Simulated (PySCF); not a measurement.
ClHg (SMILES [Cl][Hg]), doublet, at a GFN2-xTB geometry (such geometries of metal compounds can be far from the true shape) (the spin is typed, not shown lowest) (core potentials on Hg); DF-TPSS/def2-QZVP in PySCF.

Input for PySCF:
```python
from pyscf import gto, scf, dft

mol = gto.M(
    atom='''
Hg   -0.000000   -0.000000   -0.460009
Cl    0.000000    0.000000    2.164750
''',
    basis='def2-qzvp',
    ecp={'Hg': 'def2-qzvp'},
    charge=0,
    spin=1,
    verbose=4,
)

mf = dft.UKS(mol)
mf.xc = 'tpss'
mf = mf.density_fit(auxbasis='def2-universal-jkfit')
mf.kernel()
mf.analyze()
```

It wrote (shortened):

```
PySCF version 2.14.0

[INPUT] verbose = 4
[INPUT] num. atoms = 2
[INPUT] num. electrons = 37
[INPUT] charge = 0
[INPUT] spin (= nelec alpha-beta = 2S) = 1
[INPUT] symmetry False subgroup None
[INPUT] Mole.unit = angstrom
[INPUT] Symbol           X                Y                Z      unit          X                Y                Z       unit  Magmom
[INPUT]  1 Hg     0.000000000000   0.000000000000  -0.460009000000 AA    0.000000000000   0.000000000000  -0.869291024835 Bohr   0.0
[INPUT]  2 Cl     0.000000000000   0.000000000000   2.164750000000 AA    0.000000000000   0.000000000000   4.090784628152 Bohr   0.0

nuclear repulsion = 68.5473415703308
number of shells = 42
number of NR pGTOs = 203
number of NR cGTOs = 142
basis = def2-qzvp
ecp = {'Hg': 'def2-qzvp'}

******** <class 'pyscf.df.df_jk.DFUKS'> ********
method = DFUKS
initial guess = minao
damping factor = 0
level_shift factor = 0
DIIS = <class 'pyscf.scf.diis.CDIIS'>
diis_start_cycle = 1
diis_space = 8
diis_damp = 0
SCF conv_tol = 1e-09
SCF conv_tol_grad = None
SCF max_cycles = 50
direct_scf = False
number electrons alpha = 19  beta = 18
XC library pyscf.dft.libxc version 7.1.2
    S. Lehtola, C. Steigemann, M. J. T. Oliveira, and M. A. L. Marques,  SoftwareX 7, 1–5 (2018)
XC functionals = tpss
    J. Tao, J. P. Perdew, V. N. Staroverov, and G. E. Scuseria,  Phys. Rev. Lett. 91, 146401 (2003)
    J. P. Perdew, J. Tao, V. N. Staroverov, and G. E. Scuseria,  J. Chem. Phys. 120, 6898 (2004)
    J. Tao, J. P. Perdew, V. N. Staroverov, and G. E. Scuseria,  Phys. Rev. Lett. 91, 146401 (2003)
    J. P. Perdew, J. Tao, V. N. Staroverov, and G. E. Scuseria,  J. Chem. Phys. 120, 6898 (2004)
radial grids:
    Treutler-Ahlrichs [JCP 102, 346 (1995); DOI:10.1063/1.469408] (M4) radial grids

becke partition: Becke, JCP 88, 2547 (1988); DOI:10.1063/1.454033
pruning grids: <function nwchem_prune>
grids dens level: 3
symmetrized grids: False
atomic radii adjust function: <function treutler_atomic_radii_adjust>
small_rho_cutoff = 0
Set gradient conv threshold to 3.16228e-05
tot grids = 42624
init E= -594.993826167917

cycle= 1 E= -612.544915644908  delta_E= -17.6  |g|= 1.78  |ddm|= 7.73
cycle= 2 E= -588.00567362438  delta_E= 24.5  |g|= 4.68  |ddm|=   13
cycle= 3 E= -613.24239279874  delta_E= -25.2  |g|= 0.782  |ddm|= 12.8
cycle= 4 E= -613.281614708317  delta_E= -0.0392  |g|= 0.835  |ddm|= 2.07
cycle= 5 E= -613.65976864399  delta_E= -0.378  |g|= 0.213  |ddm|= 0.701
cycle= 6 E= -613.695027965377  delta_E= -0.0353  |g|= 0.093  |ddm|= 0.484
cycle= 7 E= -613.700063901809  delta_E= -0.00504  |g|= 0.0402  |ddm|= 0.103
cycle= 8 E= -613.700594048886  delta_E= -0.00053  |g|= 0.0122  |ddm|= 0.0306
cycle= 9 E= -613.700653386022  delta_E= -5.93e-05  |g|= 0.00303  |ddm|= 0.0154
cycle= 10 E= -613.70065847427  delta_E= -5.09e-06  |g|= 0.000823  |ddm|= 0.00424
cycle= 11 E= -613.700658930535  delta_E= -4.56e-07  |g|= 0.000228  |ddm|= 0.00156
cycle= 12 E= -613.700658951579  delta_E= -2.1e-08  |g|= 8.94e-05  |ddm|= 0.000155
cycle= 13 E= -613.700658957316  delta_E= -5.74e-09  |g|= 1.11e-05  |ddm|= 0.00011
cycle= 14 E= -613.700658957397  delta_E= -8.09e-11  |g|= 1.21e-06  |ddm|= 1.52e-05
Extra cycle  E= -613.700658957394  delta_E= 3.18e-12  |g|= 2.55e-06  |ddm|= 5.33e-06
converged SCF energy = -613.700658957394  <S^2> = 0.75426658  2S+1 = 2.004262
**** SCF Summaries ****
Total Energy =                        -613.700658957394126
Nuclear Repulsion Energy =              68.547341570330843
One-electron Energy =                -1042.125558541651799
Two-electron Energy =                  359.877558013926830
Two-electron Coulomb Energy =          401.989158539537073
DFT Exchange-Correlation Energy =      -42.111600525610243
**** MO energy ****
                             alpha | beta                alpha | beta
MO #1   energy= -100.969906535698  | -100.966673972797  occ= 1 | 1
MO #2   energy= -9.22153120984228  | -9.21884756305001  occ= 1 | 1
MO #3   energy= -7.00375784516115  | -6.99500044143716  occ= 1 | 1
MO #4   energy= -6.99103818799098  | -6.98937203210881  occ= 1 | 1
MO #5   energy= -6.99103818575582  | -6.98937202620505  occ= 1 | 1
MO #6   energy= -4.35322367948181  | -4.35138768815867  occ= 1 | 1
MO #7   energy= -2.52179737530926  | -2.51987944865708  occ= 1 | 1
MO #8   energy= -2.52035327665932  | -2.5185890471518   occ= 1 | 1
MO #9   energy= -2.520353273988    | -2.51858904373548  occ= 1 | 1
MO #10  energy= -0.725254587847175 | -0.704560244422609 occ= 1 | 1
MO #11  energy= -0.429957273599703 | -0.418264292946399 occ= 1 | 1
MO #12  energy= -0.420889185897651 | -0.414392201493502 occ= 1 | 1
MO #13  energy= -0.420889184154682 | -0.414392199737871 occ= 1 | 1
MO #14  energy= -0.417301151119631 | -0.413215896004311 occ= 1 | 1
MO #15  energy= -0.417300459304576 | -0.413215202295387 occ= 1 | 1
MO #16  energy= -0.334539281073316 | -0.31233518424956  occ= 1 | 1
MO #17  energy= -0.265607847618857 | -0.259580727315856 occ= 1 | 1
MO #18  energy= -0.265607832621196 | -0.259580705040021 occ= 1 | 1
MO #19  energy= -0.244549373863629 | -0.208765109366797 occ= 1 | 0
MO #20  energy= -0.0535359654148012 | -0.042734164886972 occ= 0 | 0
MO #21  energy= -0.0535359636403069 | -0.0427341646718822 occ= 0 | 0
MO #22  energy= -0.016418387236467 | -0.00264500142212537 occ= 0 | 0
MO #23  energy= 0.0390887572259814 | 0.0458115353494016 occ= 0 | 0
MO #24  energy= 0.108990043508952  | 0.119169774039174  occ= 0 | 0
MO #25  energy= 0.108990046080727  | 0.119169775808128  occ= 0 | 0
MO #26  energy= 0.110632434688417  | 0.129756924700107  occ= 0 | 0
MO #27  energy= 0.163107066667393  | 0.17193359715899   occ= 0 | 0

spin_pop of  0 Hg 5s        0.00067
spin_pop of  0 Hg 6s        0.44125
spin_pop of  0 Hg 7s       -0.00015
spin_pop of  0 Hg 8s        0.00006
spin_pop of  0 Hg 9s        0.00086
spin_pop of  0 Hg 10s        0.00218
spin_pop of  0 Hg 11s       -0.00001
spin_pop of  0 Hg 5px      -0.00001
spin_pop of  0 Hg 5py      -0.00001
spin_pop of  0 Hg 5pz       0.00143
spin_pop of  0 Hg 6px       0.00004
spin_pop of  0 Hg 6py       0.00004
spin_pop of  0 Hg 6pz       0.00082
spin_pop of  0 Hg 7px      -0.00008
spin_pop of  0 Hg 7py      -0.00008
spin_pop of  0 Hg 7pz       0.00138
spin_pop of  0 Hg 8px       0.00060
spin_pop of  0 Hg 8py       0.00101
spin_pop of  0 Hg 8pz       0.02289
spin_pop of  0 Hg 9px       0.00004
spin_pop of  0 Hg 9py      -0.00004
spin_pop of  0 Hg 9pz       0.00155
spin_pop of  0 Hg 5dxy      0.01061
spin_pop of  0 Hg 5dyz     -0.00564
spin_pop of  0 Hg 5dz^2    -0.00352
spin_pop of  0 Hg 5dxz     -0.00275
spin_pop of  0 Hg 5dx2-y2   -0.00469
spin_pop of  0 Hg 6dxy      0.00012
spin_pop of  0 Hg 6dyz     -0.00022
spin_pop of  0 Hg 6dz^2    -0.00020
spin_pop of  0 Hg 6dxz      0.00055
spin_pop of  0 Hg 6dx2-y2    0.00170
spin_pop of  0 Hg 7dxy      0.01623
spin_pop of  0 Hg 7dyz      0.00123
spin_pop of  0 Hg 7dz^2     0.00042
spin_pop of  0 Hg 7dxz      0.00312
spin_pop of  0 Hg 7dx2-y2    0.00416
spin_pop of  0 Hg 8dxy      0.01365
spin_pop of  0 Hg 8dyz      0.00446
spin_pop of  0 Hg 8dz^2     0.00329
spin_pop of  0 Hg 8dxz     -0.00093
spin_pop of  0 Hg 8dx2-y2   -0.00156
spin_pop of  0 Hg 5f-3      0.00000
spin_pop of  0 Hg 5f-2      0.00001
spin_pop of  0 Hg 5f-1      0.00001
spin_pop of  0 Hg 5f+0      0.00000
spin_pop of  0 Hg 5f+1      0.00000
spin_pop of  0 Hg 5f+2      0.00000
spin_pop of  0 Hg 5f+3      0.00000
spin_pop of  0 Hg 6f-3      0.00001
spin_pop of  0 Hg 6f-2      0.00004
spin_pop of  0 Hg 6f-1      0.00014
spin_pop of  0 Hg 6f+0      0.00003
spin_pop of  0 Hg 6f+1      0.00001
spin_pop of  0 Hg 6f+2     -0.00000
spin_pop of  0 Hg 6f+3     -0.00000
spin_pop of  0 Hg 7f-3      0.00001
spin_pop of  0 Hg 7f-2      0.00011
spin_pop of  0 Hg 7f-1      0.00015
spin_pop of  0 Hg 7f+0      0.00003
spin_pop of  0 Hg 7f+1      0.00001
spin_pop of  0 Hg 7f+2     -0.00000
spin_pop of  0 Hg 7f+3     -0.00000
spin_pop of  0 Hg 5g-4     -0.00000
spin_pop of  0 Hg 5g-3     -0.00000
spin_pop of  0 Hg 5g-2      0.00000
spin_pop of  0 Hg 5g-1     -0.00000
spin_pop of  0 Hg 5g+0     -0.00000
spin_pop of  0 Hg 5g+1     -0.00000
spin_pop of  0 Hg 5g+2      0.00000
spin_pop of  0 Hg 5g+3     -0.00000
spin_pop of  0 Hg 5g+4      0.00000
spin_pop of  1 Cl 1s       -0.00000
spin_pop of  1 Cl 2s       -0.00000
spin_pop of  1 Cl 3s        0.00318
spin_pop of  1 Cl 4s        0.00280
spin_pop of  1 Cl 5s        0.00032
spin_pop of  1 Cl 6s        0.00000
spin_pop of  1 Cl 7s        0.00012
spin_pop of  1 Cl 8s        0.00002
spin_pop of  1 Cl 9s        0.00000
spin_pop of  1 Cl 2px      -0.00000
spin_pop of  1 Cl 2py      -0.00000
spin_pop of  1 Cl 2pz       0.00003
spin_pop of  1 Cl 3px      -0.00014
spin_pop of  1 Cl 3py      -0.00013
spin_pop of  1 Cl 3pz       0.47696
spin_pop of  1 Cl 4px      -0.00026
spin_pop of  1 Cl 4py      -0.00035
spin_pop of  1 Cl 4pz       0.00363
spin_pop of  1 Cl 5px      -0.00001
spin_pop of  1 Cl 5py      -0.00002
spin_pop of  1 Cl 5pz      -0.00005
spin_pop of  1 Cl 6px      -0.00001
spin_pop of  1 Cl 6py      -0.00001
spin_pop of  1 Cl 6pz      -0.00013
spin_pop of  1 Cl 7px      -0.00001
spin_pop of  1 Cl 7py      -0.00001
spin_pop of  1 Cl 7pz       0.00013
spin_pop of  1 Cl 3dxy     -0.00000
spin_pop of  1 Cl 3dyz      0.00001
spin_pop of  1 Cl 3dz^2    -0.00043
spin_pop of  1 Cl 3dxz      0.00004
spin_pop of  1 Cl 3dx2-y2   -0.00000
spin_pop of  1 Cl 4dxy     -0.00000
spin_pop of  1 Cl 4dyz     -0.00020
spin_pop of  1 Cl 4dz^2    -0.00034
spin_pop of  1 Cl 4dxz     -0.00014
spin_pop of  1 Cl 4dx2-y2   -0.00000
spin_pop of  1 Cl 5dxy     -0.00000
spin_pop of  1 Cl 5dyz     -0.00004
spin_pop of  1 Cl 5dz^2    -0.00003
spin_pop of  1 Cl 5dxz     -0.00003
spin_pop of  1 Cl 5dx2-y2   -0.00000
spin_pop of  1 Cl 6dxy     -0.00000
spin_pop of  1 Cl 6dyz     -0.00004
spin_pop of  1 Cl 6dz^2    -0.00010
spin_pop of  1 Cl 6dxz     -0.00004
spin_pop of  1 Cl 6dx2-y2   -0.00000
spin_pop of  1 Cl 4f-3      0.00000
spin_pop of  1 Cl 4f-2     -0.00000
spin_pop of  1 Cl 4f-1      0.00013
spin_pop of  1 Cl 4f+0      0.00016
spin_pop of  1 Cl 4f+1      0.00013
spin_pop of  1 Cl 4f+2     -0.00000
spin_pop of  1 Cl 4f+3      0.00000
spin_pop of  1 Cl 5f-3      0.00000
spin_pop of  1 Cl 5f-2     -0.00000
spin_pop of  1 Cl 5f-1     -0.00003
spin_pop of  1 Cl 5f+0     -0.00011
spin_pop of  1 Cl 5f+1     -0.00003
spin_pop of  1 Cl 5f+2     -0.00000
spin_pop of  1 Cl 5f+3      0.00000
spin_pop of  1 Cl 5g-4     -0.00000
spin_pop of  1 Cl 5g-3      0.00000
spin_pop of  1 Cl 5g-2     -0.00000
spin_pop of  1 Cl 5g-1     -0.00000
spin_pop of  1 Cl 5g+0     -0.00001
spin_pop of  1 Cl 5g+1     -0.00000
spin_pop of  1 Cl 5g+2      0.00000
spin_pop of  1 Cl 5g+3      0.00000
spin_pop of  1 Cl 5g+4      0.00000
In total            19.00000 | 18.00000
Dipole moment(X, Y, Z, Debye): -0.00000,  0.00000, -3.29176
```
